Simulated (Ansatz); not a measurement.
Basis sets compared for DyCl₃. Charge 0, multiplicity 6. Geometry PBE0-D4/def2-SVP. Ansatz on 4 threads of Intel Xeon 6975P-C on a shared host; times are rough, and most runs start from earlier orbitals.

```xyz
4

Dy    0.007   -0.104   -0.030
Cl    0.996   -0.731    2.104
Cl   -2.408    0.069   -0.256
Cl    1.404    0.766   -1.819
```

In the def2 sets Dy takes a core potential; there is no spin–orbit coupling. With an open 4f shell the SCF may have ended on a state above the lowest.

| level | functions | energy (Eh) | HOMO (eV) | LUMO (eV) | wall time |
| --- | --- | --- | --- | --- | --- |
| PBE-D4/def2-SVP | 131 | -2264.3802 | -7.05 | -6.25 | 8.5 s |
| PBE0-D4/def2-SVP | 131 | -2264.3232 | -8.89 | -3.34 | 16 s |

(1) Estimate the rows for PBE-D4/def2-TZVP (with forces), PBE0-D4/def2-TZVP.

## Answers

(1) 
| level | functions | energy (Eh) | HOMO (eV) | LUMO (eV) | wall time |
| --- | --- | --- | --- | --- | --- |
| PBE-D4/def2-TZVP (with forces) | 203 | -2264.8882 | -7.28 | -6.46 | 25 s |
| PBE0-D4/def2-TZVP | 203 | -2264.8216 | -9.11 | -3.43 | 26 s |
